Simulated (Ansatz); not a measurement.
`FC([SiH3])[SeH]` and `FC([SiH3])CBr` differ in one atom or group.

Ansatz, PBE0-D4/def2-TZVP geometries, multiplicity 1. Each molecule was computed in one conformer, which needn't be the lowest.

Scalar relativity is left out up to krypton.

```csv
property,`FC([SiH3])[SeH]`
size of the dipole moment (PBE/def2-TZVPP) / D,1.19
HOMO energy (PBE0/def2-TZVPP) / eV,-7.17
HOMO–LUMO gap (ωB97M-V/def2-TZVPP) / eV,10.69
HOMO energy (PBE/def2-TZVPP) / eV,-6.01
HOMO energy (B3LYP/def2-TZVPP) / eV,-6.93
LUMO energy (PBE/def2-TZVPP) / eV,-1.32
```

Problem. What does the change do to each property? (Best estimate.)

Solution. The calculation gave: 
```json
{"property": "size of the dipole moment (PBE/def2-TZVPP) / D", "`FC([SiH3])CBr`": "2.41", "shift": "1.22"}
{"property": "HOMO energy (PBE0/def2-TZVPP) / eV", "`FC([SiH3])CBr`": "-8.02", "shift": "-0.85"}
{"property": "HOMO–LUMO gap (ωB97M-V/def2-TZVPP) / eV", "`FC([SiH3])CBr`": "11.81", "shift": "1.12"}
{"property": "HOMO energy (PBE/def2-TZVPP) / eV", "`FC([SiH3])CBr`": "-6.72", "shift": "-0.71"}
{"property": "HOMO energy (B3LYP/def2-TZVPP) / eV", "`FC([SiH3])CBr`": "-7.77", "shift": "-0.84"}
{"property": "LUMO energy (PBE/def2-TZVPP) / eV", "`FC([SiH3])CBr`": "-1.39", "shift": "-0.07"}
```

With PBE0 the HOMO falls by 0.85 eV and the LUMO rises by 0.05 eV, so the gap widens by about 0.90 eV. PBE moves the HOMO by -0.71 eV and ωB97M-V by -0.91 eV. Dipoles are sizes alone; their direction can turn.

B3LYP here is the variant with VWN-RPA as its local correlation; programs differ in this.

Spin–orbit coupling is left out; it splits and shifts lone-pair levels of the heavy atoms by tenths of an eV.
